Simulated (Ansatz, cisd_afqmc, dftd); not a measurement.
System: H4SiNO, charge 0, doublet. H4SiNO (SMILES O[SiH2][NH], doublet).
B3LYP-D3(BJ)/def2-TZVP minimum from Ansatz (a program for electronic structure):
```
Si
O 1 1.6510
H 2 0.9600 1 119.00
N 1 1.7370 2 118.55 3 82.90
H 4 1.0210 1 118.42 2 1.02
H 1 1.4772 2 105.79 3 -159.01
H 1 1.4839 6 111.85 2 -120.19
```
Charge 0, spin multiplicity 2.

Property: atomisation energy (electronic, to ground-state atoms), in kcal/mol. Radicals and triplets start from unrestricted determinants; spin-orbit coupling is neglected. Cores are frozen in correlated methods. Rows without X2C or -DK are non-relativistic. The Monte Carlo rows (phaseless AFQMC, CISD trial, step 0.005/hartree) carry one-sigma bars that omit the constraint's bias. Outlying blocks are dropped, and bars are widened where a walk drifts. Over all cases where full CI ran beside it in this data, AFQMC minus full CI had a median of +0.1 mEh and passed +0.4 mEh in a tenth of the cases. CBS(X,Y): correlation extrapolated as X^-3, Hartree-Fock from the larger set. A bracket is a step between two methods taken in the basis named. The functionals are non-relativistic, so their misses hold any scalar relativity. Double hybrids freeze cores in their MP2 part. '+ core + X2C': CCSD(T) terms for core correlation (cc-pwCVTZ, 1s frozen past Ne) and scalar relativity (cc-pVTZ-DK). Where a partner has so few electrons that a lower coupled-cluster level is exact, that level stands in.

```csv
level,program,atomisation energy (kcal/mol),difference against the last row
HF/cc-pV(D+d)Z,Ansatz,358.0,-186.2
HF/cc-pV(Q+d)Z,Ansatz,379.0,-165.2
CAM-B3LYP-D4/def2-TZVPD,Ansatz + dftd4,547.2,3.0
wB97X-V/def2-TZVPD,Ansatz,545.4,1.2
B2PLYP-D4/def2-TZVPD,Ansatz + dftd4,536.5,-7.7
B2GP-PLYP-D3(BJ)/def2-TZVPD,Ansatz + dftd3,534.0,-10.2
B2GP-PLYP/def2-TZVPD,Ansatz,532.3,-11.9
MP2/cc-pV(T+d)Z,Ansatz,528.3,-15.9
CCSD/cc-pV(Q+d)Z,Ansatz,528.6,-15.6
CCSD(T)/cc-pV(D+d)Z,Ansatz,480.9,-63.3
"CCSD(T)/CBS(cc-pV(T+d)Z,cc-pV(Q+d)Z) + core + X2C",Ansatz,543.4,-0.8
AFQMC/CISD/cc-pV(D+d)Z,cisd_afqmc,481.3 ± 0.3,-62.9
"CCSD(T)/CBS(cc-pV(T+d)Z,cc-pV(Q+d)Z) + [CCSDT(Q) - CCSD(T)]/cc-pV(D+d)Z + core + X2C",Ansatz,544.2,0.0
```
